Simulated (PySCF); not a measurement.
SMILES C[CH2][Ge]([NH2])([NH2])[CH2]C (C₄H₁₄GeN₂), singlet, GFN2-xTB optimised geometry.

```
21

C     -2.81    -1.37     1.56
C     -1.30    -1.27     1.59
Ge    -0.55    -0.28     0.00
N     -1.36     1.36     0.00
N     -1.05    -0.91    -1.65
C      1.47    -0.28     0.00
C      2.05     0.56    -1.12
H     -3.19    -1.86     2.46
H     -3.14    -1.95     0.70
H     -3.26    -0.38     1.49
H     -0.85    -2.26     1.64
H     -0.99    -0.74     2.50
H     -1.20     1.89    -0.84
H     -1.15     1.95     0.79
H     -0.80    -1.87    -1.85
H     -2.04    -0.80    -1.85
H      1.82     0.07     0.97
H      1.81    -1.31    -0.10
H      3.14     0.49    -1.13
H      1.78     1.61    -0.99
H      1.67     0.22    -2.08
```

Density from PBE0/def2-SVP run with PySCF at that geometry.

Minimum of the electron density along straight lines between bonded atoms, close to the bond critical point (lines longer than 1.1 times the sum of covalent radii, or with two minima, are not listed):

| bond | length / Å | ρ at the minimum / e bohr⁻³ | ∇²ρ there / e bohr⁻⁵ | position (fraction from the first atom) |
|---|---|---|---|---|
| C1–C2 | 1.520 | 0.242 | -0.54 | 0.50 |
| C2–Ge3 | 2.016 | 0.119 | 0.02 | 0.54 |
| Ge3–N4 | 1.833 | 0.139 | 0.43 | 0.46 |
| Ge3–N5 | 1.833 | 0.139 | 0.43 | 0.46 |
| Ge3–C6 | 2.016 | 0.119 | 0.02 | 0.47 |
| C6–C7 | 1.520 | 0.242 | -0.54 | 0.50 |
| C1–H8 | 1.089 | 0.275 | -0.99 | 0.62 |
| C1–H9 | 1.089 | 0.276 | -1.00 | 0.62 |
| C1–H10 | 1.088 | 0.278 | -1.03 | 0.63 |
| C2–H11 | 1.091 | 0.272 | -0.96 | 0.62 |
| C2–H12 | 1.089 | 0.273 | -0.96 | 0.62 |
| N4–H13 | 1.010 | 0.331 | -1.51 | 0.76 |
| N4–H14 | 1.010 | 0.331 | -1.51 | 0.76 |
| N5–H15 | 1.010 | 0.331 | -1.51 | 0.76 |
| N5–H16 | 1.010 | 0.331 | -1.51 | 0.76 |
| C6–H17 | 1.091 | 0.272 | -0.96 | 0.62 |
| C6–H18 | 1.089 | 0.273 | -0.96 | 0.62 |
| C7–H19 | 1.089 | 0.275 | -0.99 | 0.62 |
| C7–H20 | 1.089 | 0.276 | -1.00 | 0.62 |
| C7–H21 | 1.088 | 0.278 | -1.03 | 0.63 |
